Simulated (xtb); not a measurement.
C₅H₁₅NSi, triplet, at the geometry of the source list (a higher spin typed on purpose: for a closed-shell molecule this is an excited state). Base run: GFN2-xTB (xtb).

The xtb input:
```
$ xtb mol.xyz --gfn 2 --uhf 2 --json

# file mol.xyz
22

C      1.68640000    -1.00640000     1.03190000
N      1.10130000    -0.02330000     0.15280000
C      1.98740000     0.30410000    -0.93770000
Si    -0.61860000     0.15070000     0.00570000
C     -1.48060000    -1.21120000    -1.03210000
C     -1.34850000     0.12260000     1.76380000
C     -0.95480000     1.83660000    -0.81230000
H      1.03260000    -1.17920000     1.88110000
H      1.85910000    -1.96190000     0.52120000
H      2.64930000    -0.64160000     1.40030000
H      2.18070000    -0.56190000    -1.58300000
H      1.55550000     1.09710000    -1.54010000
H      2.94580000     0.64940000    -0.54000000
H     -1.32040000    -2.19700000    -0.60320000
H     -2.55370000    -1.05490000    -1.09220000
H     -1.09930000    -1.23460000    -2.04980000
H     -0.80210000     0.77660000     2.43580000
H     -1.33980000    -0.87590000     2.19070000
H     -2.38110000     0.45520000     1.74940000
H     -2.00370000     2.09850000    -0.72040000
H     -0.71890000     1.82740000    -1.87220000
H     -0.37640000     2.62980000    -0.34950000
```

Variants of this job, named by their change:

```
change        ΔE vs base (mEh)  dipole (D)  SCF cycles
------------  ----------------  ----------  ----------
base                     0.000        3.88          19
alpb = dmf             -11.514        4.60          21
etemp = 5000           -40.680        2.21          13
acc = 30                 0.000        3.88          18
acc = 0.0001             0.000        3.88          30
```

ALPB and GBSA are two models with their own fitted parameters for each solvent, which aren't always the measured dielectric constant.
